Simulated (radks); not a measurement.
Excited configurations of La I: one electron is placed in a higher orbital outside [Xe] 5d2. The ground configuration is [Xe] 5d1 6s2. Calculated with a radial shooting solver on a logarithmic mesh with Libxc functionals: Dirac Kohn-Sham, PBE, spin-unpolarised, spherical densities, finite nucleus; open shells fill j = l - 1/2 first; Fermi nuclear charge, rms radius 4.855 fm. Excitation = E - E(ground); binding = E(ion) - E, where the ion is the core of charge +1; n* = 1/sqrt(2 binding) in atomic units, and the quantum defect is n - n*.

outer orbital,excitation (eV),binding (eV),n*,eigenvalue (eV),<r> (bohr)
5f5/2,4.996,0.924,3.838,-0.430,16.97
6p1/2,2.716,3.203,2.061,-1.612,6.115
6d3/2,4.460,1.459,3.053,-0.719,11.80
6f5/2,5.275,0.645,4.594,-0.367,28.66

The Delta-SCF ionisation energy is 5.919 eV (NIST Atomic Spectra Database: 5.577 eV, measured). Self-interaction in the functional shifts the binding energies and quantum defects, so they are the method's values and not measured ones. Spin polarisation and multiplet splitting are left out, so open shells lie too high by an amount that depends on their filling.

Beside tabulated values, note that spin-unpolarised runs miss the spin-polarisation part of the exchange energy of open shells.
